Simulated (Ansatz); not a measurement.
Coupled-cluster run, `C=C(C)B(F)Cl`.

```yaml
crystal:
  periodic: [false, false, false]
  atoms:
    - {symbol: C, position_ang: [-0.279963, -1.188108, -0.890655]}
    - {symbol: C, position_ang: [-0.058309, -0.111733, -0.129290]}
    - {symbol: C, position_ang: [0.856334, -0.148224, 1.056018]}
    - {symbol: B, position_ang: [-0.791802, 1.194156, -0.521745]}
    - {symbol: F, position_ang: [-1.601101, 1.242930, -1.565054]}
    - {symbol: Cl, position_ang: [-0.594639, 2.684521, 0.391159]}
    - {symbol: H, position_ang: [0.195109, -2.143697, -0.684231]}
    - {symbol: H, position_ang: [-0.944942, -1.148001, -1.746322]}
    - {symbol: H, position_ang: [0.323757, 0.125731, 1.970850]}
    - {symbol: H, position_ang: [1.669129, 0.574962, 0.946644]}
    - {symbol: H, position_ang: [1.291827, -1.139637, 1.193230]}
basis:
  gaussian: {orbitals: def2-SVP}
correlation: {method: ccsd_t}
```

```sh
$ ansatz run in.yaml --threads 4 --pin off --events-out ev --progress --plain
```

Output of Ansatz, abridged:

```
Functional definition: HF
1124 factors; integrals over basis functions are off by at most 1.5e-3 eV
mean field evaluation 1: about -19042.4630 eV, gradient 3.3e1 eV
mean field evaluation 2: about -19042.5848 eV, gradient 3.3e1 eV
mean field evaluation 4: about -19045.5143 eV, gradient 3.8e0 eV
mean field evaluation 8: about -19045.5601 eV, gradient 1.9e-1 eV
mean field -19045.56029005 eV, -699.9114311148 hartree, gradient 2.0e-6 eV, S^2 0.000000; 0 other end points of the search recorded, 0 dependent functions left out; unrestricted orbitals would lower it
10 core orbitals not correlated: weight in the atoms' cores, before any rotation towards them, 1.000 or more for the frozen orbitals, at most 0.000 for the correlated occupied ones
reference -19045.56029005 eV, -699.9114311148 hartree; 17, 17 occupied and 86, 86 virtual orbitals, 1124 factors
second order -21.81804530 eV of doubles, -0.00000000 eV of singles
cycle   1  -22.56602514 eV  change   -7.5e-1 eV  update   1.0e-1
cycle   2  -23.08853329 eV  change   -5.2e-1 eV  update   3.1e-2
cycle   3  -23.22080438 eV  change   -1.3e-1 eV  update   1.7e-2
cycle   4  -23.21912464 eV  change    1.7e-3 eV  update   4.4e-3
cycle   5  -23.21769922 eV  change    1.4e-3 eV  update   1.9e-3
cycle   6  -23.21803708 eV  change   -3.4e-4 eV  update   5.6e-4
cycle   7  -23.21791920 eV  change    1.2e-4 eV  update   2.3e-4
cycle   8  -23.21790264 eV  change    1.7e-5 eV  update   7.4e-5
cycle   9  -23.21792466 eV  change   -2.2e-5 eV  update   2.5e-5
perturbative correction -0.68076797 eV, -0.0250177615 hartree
Total energy: -19069.45898268 eV, -700.7896918699 hartree
```

Run time 9.5 s (4 threads of a server CPU on a shared host); peak host memory 0.6 GiB.

The correlation energy is -23.899 eV, 2.8 % of it from (T); the T1 diagnostic reads 0.0119.
